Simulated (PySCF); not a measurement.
boroxine (B₃H₃O₃), SMILES B1OBOBO1. Heavy atoms are numbered as in [BH:1]1[O:2][BH:3][O:4][BH:5][O:6]1. Hydrogens are named by the atom that carries them.

The structure is a stationary point at ωB97X-D3(BJ)/def2-SVP.

Level of theory: ωB97X/def2-TZVP run with PySCF.

ESP charges are fitted to the potential on shells at 1.4 to 2.0 van der Waals radii. Atomic charges (e), one atom of each kind:

| atom | ESP fit | meta-Löwdin | Mulliken |
|---|---|---|---|
| B1 (BH) | 0.89 | 0.40 | (withheld) |
| O2 | -0.73 | -0.41 | (withheld) |
| H on B1 | -0.16 | 0.01 | (withheld) |

Q: Some entries are withheld; supply them. (An estimate is asked for; the answer gives what the named calculation found.)

A: 
- B1 (BH), Mulliken: 0.28
- O2, Mulliken: -0.29
- H on B1, Mulliken: 0.01

Q: Give the Mayer and Wiberg (Löwdin basis) orders of the bonds. (The exact figures need the calculation; the answer reports its results.)

A: 
```json
[
 {"bond": "B1–O2", "Mayer": "1.19", "Wiberg": "1.69"},
 {"bond": "O2–B3", "Mayer": "1.19", "Wiberg": "1.69"},
 {"bond": "B3–O4", "Mayer": "1.19", "Wiberg": "1.69"},
 {"bond": "O4–B5", "Mayer": "1.19", "Wiberg": "1.69"},
 {"bond": "B1–O6", "Mayer": "1.19", "Wiberg": "1.69"},
 {"bond": "B5–O6", "Mayer": "1.19", "Wiberg": "1.69"}
]
```
